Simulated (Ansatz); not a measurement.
Geometry optimisation of Sr₂Se.

```yaml
crystal:
  periodic: [false, false, false]
  atoms:
    - {symbol: Sr, position_ang: [0.073850, 1.584120, -2.208590]}
    - {symbol: Sr, position_ang: [-0.070950, -1.585240, 2.206950]}
    - {symbol: Se, position_ang: [-0.002910, 0.001120, 0.001640]}
basis:
  gaussian: {orbitals: def2-TZVP}
hamiltonian: {xc: r2scan, dispersion: d4}
scf: {lower_state_search: "off"}
output: {orbitals: {seedname: orbitals}}
relax: {f_tol: 0.02, max_steps: 100}
```

```sh
$ ansatz run in.yaml --threads 4 --pin off --events-out ev --progress --plain --max-ram 3916MiB
```

Shortened log:

```
Functional definition: r2SCAN
mean field -67022.86324755 eV, -2463.0447946191 hartree, gradient 2.5e-6 eV, S^2 0.000000; 0 other end points of the search recorded, 0 dependent functions left out
relax step   1: F+E_penalty+E_count = -67022.89559649 eV  Δ(F+E_penalty+E_count) = +0.000e0 eV  max|allowed force component| = 2.962e-1 eV/Å  Δτ_max = 0.0000 Å  (32 SCF iters, accepted)
mean field -67022.87910587 eV, -2463.0453774017 hartree, gradient 1.3e-6 eV, S^2 0.000000; 0 other end points of the search recorded, 0 dependent functions left out
relax step   2: F+E_penalty+E_count = -67022.91128590 eV  Δ(F+E_penalty+E_count) = -1.569e-2 eV  max|allowed force component| = 3.717e-2 eV/Å  Δτ_max = 0.0524 Å  (23 SCF iters, accepted)
mean field -67022.87936768 eV, -2463.0453870230 hartree, gradient 2.8e-6 eV, S^2 0.000000; 0 other end points of the search recorded, 0 dependent functions left out
relax step   3: F+E_penalty+E_count = -67022.91156871 eV  Δ(F+E_penalty+E_count) = -2.828e-4 eV  max|allowed force component| = 3.125e-3 eV/Å  Δτ_max = 0.0058 Å  (22 SCF iters, accepted)
mean field -67022.87942368 eV, -2463.0453890808 hartree, gradient 2.7e-6 eV, S^2 0.000000; 0 other end points of the search recorded, 0 dependent functions left out
relax step   4: F+E_penalty+E_count = -67022.91162487 eV  Δ(F+E_penalty+E_count) = -5.616e-5 eV  max|allowed force component| = 6.099e-3 eV/Å  Δτ_max = 0.0327 Å  (22 SCF iters, accepted)
mean field -67022.87943163 eV, -2463.0453893730 hartree, gradient 8.3e-7 eV, S^2 0.000000; 0 other end points of the search recorded, 0 dependent functions left out
relax step   5: F+E_penalty+E_count = -67022.91163669 eV  Δ(F+E_penalty+E_count) = -1.181e-5 eV  max|allowed force component| = 2.006e-3 eV/Å  Δτ_max = 0.0012 Å  (17 SCF iters, accepted)
mean field -67022.87945768 eV, -2463.0453903302 hartree, gradient 2.0e-6 eV, S^2 0.000000; 0 other end points of the search recorded, 0 dependent functions left out
relax step   6: F+E_penalty+E_count = -67022.91166474 eV  Δ(F+E_penalty+E_count) = -2.805e-5 eV  max|allowed force component| = 2.506e-3 eV/Å  Δτ_max = 0.0073 Å  (22 SCF iters, accepted)
mean field -67022.87949540 eV, -2463.0453917167 hartree, gradient 2.1e-6 eV, S^2 0.000000; 0 other end points of the search recorded, 0 dependent functions left out
relax step   7: F+E_penalty+E_count = -67022.91170399 eV  Δ(F+E_penalty+E_count) = -3.925e-5 eV  max|allowed force component| = 3.013e-3 eV/Å  Δτ_max = 0.0084 Å  (22 SCF iters, accepted)
mean field -67022.87986462 eV, -2463.0454052851 hartree, gradient 1.0e-6 eV, S^2 0.000000; 0 other end points of the search recorded, 0 dependent functions left out
relax step   8: F+E_penalty+E_count = -67022.91208127 eV  Δ(F+E_penalty+E_count) = -3.773e-4 eV  max|allowed force component| = 6.719e-3 eV/Å  Δτ_max = 0.0498 Å  (23 SCF iters, accepted)
Total energy: -67022.91209267 eV, -2463.0465896441 hartree
Atom 0 at     0.116744     1.585888    -2.257377 Å, force     0.002397    -0.005126     0.004294 eV/Å
Atom 1 at    -0.030300    -1.632668     2.226699 Å, force     0.002723     0.002808    -0.006719 eV/Å
Atom 2 at    -0.086453     0.046780     0.030677 Å, force    -0.005121     0.002318     0.002425 eV/Å
Dipole moment:     0.053127    -0.028609    -0.019040 e Å
Checks for a lower state left out: stability, starts, cluster_reference, orbital_swaps, neighbouring_geometries, increment
```

Run time 15 s (4 threads of Arm Neoverse V1 on a shared host).

In the def2 sets Sr takes a core potential; there is no spin–orbit coupling. The restricted singlet is unstable towards broken spin symmetry in Hartree–Fock (as tested in another run); at r2SCAN-D4/def2-TZVP this wasn't settled. Another isomer (singlet) lies 0.48 eV lower at PBE0-D4/def2-TZVP; other spin states weren't run for this one.
